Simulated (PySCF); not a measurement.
C5H13FO2Si2.
SMILES with atom numbers: `[CH3:1][C:2]([CH3:3])([CH3:4])[C@@H:5]1[O:6][Si@@H:7]([F:8])[O:9][SiH2:10]1`

Cartesian coordinates in Å at the GFN2-xTB level; atoms count from 1:
```
atom  x, y, z in Å
C1    -1.249   -0.858   -1.580
C2    -0.873   -0.054   -0.331
C3    -1.028   -0.945    0.901
C4    -1.788    1.167   -0.217
C5     0.582    0.433   -0.469
O6     1.462   -0.682   -0.648
Si7    2.629   -0.921    0.434
F8     4.047   -0.922   -0.301
O9     2.526    0.415    1.366
Si10   1.341    1.467    0.981
H11   -2.250   -1.273   -1.481
H12   -0.545   -1.674   -1.721
H13   -1.224   -0.226   -2.465
H14   -2.052   -1.303    0.978
H15   -0.368   -1.806    0.824
H16   -0.782   -0.400    1.809
H17   -2.828    0.851   -0.179
H18   -1.661    1.821   -1.077
H19   -1.566    1.738    0.681
H20    0.644    1.000   -1.407
H21    2.503   -2.101    1.246
H22    0.532    1.603    2.183
H23    1.944    2.697    0.486
```

NICS is the negative of the GIAO shielding at a point without a nucleus: at the ring centre (0) and 1 Å above and below it (1); zz is the component along the ring normal. Level: GIAO PBE0/pcSseg-1 (PySCF, non-relativistic, gas phase) on the GFN2-xTB geometry, one conformer.

Ring bond lengths (Å), with Mayer bond orders in brackets: C5–O6 1.432 (0.84), O6–Si7 1.608 (1.02), Si7–O9 1.632 (0.96), O9–Si10 1.631 (0.94), Si10–C5 1.936 (0.85).

**Question.** Give the NICS values of each ring in ppm.

**Answer.** 
| ring | type | NICS(0) | NICS(1), two faces | NICS(1)zz, two faces | rms pucker (Å) | centre to ring atoms, mean (Å) |
| --- | --- | --- | --- | --- | --- | --- |
| C5–O6–Si7–O9–Si10 | 5-membered ring with 2 O and 2 Si; formal bonds all single | -6.6 | -2.5 / -3.4 | -3.0 / -4.1 | 0.04 | 1.40 |

**Question.** What do they say, and how far can they be read as aromaticity?

**Answer.** 
- C5–O6–Si7–O9–Si10: mean NICS(1)zz -3.5 ppm, shielded. C5, Si7, Si10 have four or more neighbours, and the NICS criterion for π rings isn't applied.

**Question.** Give the inner angles of the rings and the Hirshfeld charges of the ring atoms.

**Answer.** 
- C5–O6–Si7–O9–Si10: C5 105.6° (-0.034 e), O6 118.5° (-0.216 e), Si7 102.5° (+0.529 e), O9 116.0° (-0.317 e), Si10 96.7° (+0.405 e); sum 539.4° against 540° for a flat convex ring.

Time: 84 s wall; peak memory 1.1 GiB. Hardware: one thread, Arm Neoverse V1 (aarch64), no GPU, shared host with 32 logical CPUs at a one-minute load of 29. This is the whole shielding run at PBE0/pcSseg-1, SCF included.
